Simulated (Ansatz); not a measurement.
Ansatz results at the PBE0-D4/def2-TZVP geometry: LUMO energy (PBE/def2-TZVPP) 0.34 eV; LUMO energy (B3LYP/def2-TZVPP) 0.82 eV; size of the dipole moment (PBE/def2-TZVPP) 0.01 D.

Which molecule gave them?
A. `C1CCCCCC1`
B. `C/C=C\CCC`
C. `CCCCC(=O)OCCC`
D. `O=NO`

A. The others give `CCCCC(=O)OCCC`: -0.73, 0.10, 1.59; `C/C=C\CCC`: -0.37, 0.40, 0.24; `O=NO`: -3.29, -2.45, 2.09.

B3LYP here is the variant with VWN-RPA as its local correlation; programs differ in this.
